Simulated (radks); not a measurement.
Q: The mean radii <r> (bohr) of the occupied orbitals of an atom or ion are listed with their occupations. Method: scalar-relativistic Kohn-Sham, r2SCAN, spin-polarised, spherical densities, finite nucleus; meta-GGA in the generalised Kohn-Sham scheme; Fermi nuclear charge, rms radius of each element as measured or else 0.836 A^(1/3) + 0.57 fm; computed with a radial shooting solver on a logarithmic mesh with Libxc functionals.

| orbital | occ. | <r> |
|---|---|---|
| 1s up | 1 | 0.02275 |
| 1s down | 1 | 0.02275 |
| 2s up | 1 | 0.09627 |
| 2s down | 1 | 0.09619 |
| 2p up | 3 | 0.08477 |
| 2p down | 3 | 0.08468 |
| 3s up | 1 | 0.2388 |
| 3s down | 1 | 0.2393 |
| 3p up | 3 | 0.2340 |
| 3p down | 3 | 0.2345 |
| 3d up | 2 | 0.2080 |
| 4s up | 1 | 0.4629 |
| 4s down | 1 | 0.4638 |

Name the element and its charge. Open shells, if any, are filled with parallel spins first.

A: Z = 62, samarium, charge +40: Sm40+ in [Ar] 3d2 4s2. The 1s radius gives Z: for a bare nucleus <r> = (2 gamma + 1)/(2Z) with gamma = sqrt(1 - (Z/c)^2), 0.02245 bohr for Z = 62, and screening makes it slightly larger (0.02275 here). The occupations add up to 22, and the charge is Z minus that.
